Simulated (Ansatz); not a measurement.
Species: CH$_{5}$OSi, charge 0, doublet. CH5OSi (SMILES [SiH2]([O])C, doublet).
B3LYP-D3(BJ)/def2-TZVP minimum from Ansatz (a quantum-chemistry and plane-wave program):
```
Si
O 1 1.6580
H 1 1.4834 2 111.64
H 1 1.4834 3 109.31 2 124.01
C 1 1.8851 3 110.73 4 122.25
H 5 1.0891 1 110.81 3 58.49
H 5 1.0891 6 109.38 1 -122.45
H 5 1.0930 6 109.09 7 -119.24
```
Charge 0, spin multiplicity 2.

Total energies in cc-pV(D+d)Z, 19 correlated electrons, 7 frozen orbitals. Open shells are spin-unrestricted; no spin-orbit coupling. Cores are frozen in correlated methods. No relativity.

```csv
method,program,energy (Eh),minus CCSDT(Q) (mEh)
HF,Ansatz,-404.57598,446.59
MP2,Ansatz,-404.96215,60.42
CCSD,Ansatz,-405.01070,11.86
CCSD(T),Ansatz,-405.02060,1.97
CCSDT(Q),Ansatz,-405.02257,0.00
```

Rough core times of Ansatz's runs on a shared machine: CCSD(T) 80 s, CCSDT(Q) 30 min.
